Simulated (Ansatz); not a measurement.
Consider the ligand exchange at the Si–C bond: `OC[Si](O)(O)O` + `CNC` → `CN(C)[Si](O)(O)O` + CH₃OH.

Computed with Ansatz on PBE0-D4/def2-TZVP structures; ΔE is electronic, products minus reactants. CBS: MP2 limit from def2 TZ/QZ plus the TZ coupled-cluster correction, frozen cores. This one scheme is used for every species. Functionals use def2-TZVPP. B3LYP here is the variant with VWN-RPA as its local correlation; programs differ in this. Each species was taken in one conformer, which may not be the lowest.

`OC[Si](O)(O)O`:

Z-matrix (Å, degrees):
```
C
Si 1 1.868
O 1 1.423 2 111.4
H 1 1.100 2 109.9 3 124.3
H 1 1.094 2 110.9 3 -118.9
O 2 1.642 1 107.1 3 -45.9
O 2 1.635 1 105.6 3 -166.4
O 2 1.643 1 115.4 3 68.8
H 3 0.962 1 107.5 2 47.5
H 6 0.959 2 116.2 1 126.4
H 7 0.958 2 118.6 1 175.1
H 8 0.958 2 118.4 1 61.7
```

`CNC`:

Z-matrix (Å, degrees):
```
C
N 1 1.445
H 1 1.094 2 109.4
H 1 1.092 2 110.0 3 117.9
H 1 1.104 2 114.0 3 -120.2
C 2 1.445 1 112.8 3 65.3
H 2 1.011 1 109.8 3 -171.9
H 6 1.104 2 114.0 1 54.9
H 6 1.094 2 109.4 1 -65.3
H 6 1.092 2 110.0 1 176.8
```

`CN(C)[Si](O)(O)O`:

Z-matrix (Å, degrees):
```
C
N 1 1.442
H 1 1.089 2 110.4
H 1 1.100 2 111.7 3 120.9
H 1 1.098 2 110.8 3 -119.6
C 2 1.444 1 113.8 3 178.5
Si 2 1.700 1 125.0 3 -8.9
H 6 1.099 2 111.8 1 60.8
H 6 1.098 2 111.0 1 -59.2
H 6 1.092 2 110.7 1 -178.8
O 7 1.636 2 111.7 1 144.7
O 7 1.641 2 104.6 1 21.9
O 7 1.641 2 115.8 1 -100.5
H 11 0.958 7 115.4 2 -64.0
H 12 0.958 7 115.5 2 -160.1
H 13 0.957 7 115.8 2 36.0
```

CH₃OH:

Z-matrix (Å, degrees):
```
C
O 1 1.409
H 1 1.097 2 112.4
H 1 1.090 2 107.0 3 -118.5
H 1 1.097 2 112.4 3 123.0
H 2 0.959 1 108.5 3 -61.6
```

```
             level  ΔE (eV)
         r2SCAN-D4    -0.78
           ωB97X-V    -0.78
            B2PLYP    -0.78
             B3LYP    -0.72
SCS-MP2/def2-TZVPP    -0.85
     HF/def2-QZVPP    -0.84
      HF/CBS(def2)    -0.85
    CCSD/CBS(def2)    -0.82
```

Question: What does CCSD(T)/CBS give? (Best estimate.)

Answer: Ansatz gave: -0.82 eV. The listed levels differ from it by 0.04, 0.04, 0.04, 0.10, -0.03, -0.02, -0.03, 0.00 eV.

Largest T1 diagnostic among the species: 0.011.

The D4 term adds −0.08 eV with B3LYP and −0.05 eV with PBE0; it sums over pairs of atoms, weighted by their polarisabilities, and B3LYP, whose exchange is more repulsive, gets the larger term. From PBE to PBE0 (25 % exact exchange), in def2-TZVPP and without D4, ΔE moves by −0.06 eV.
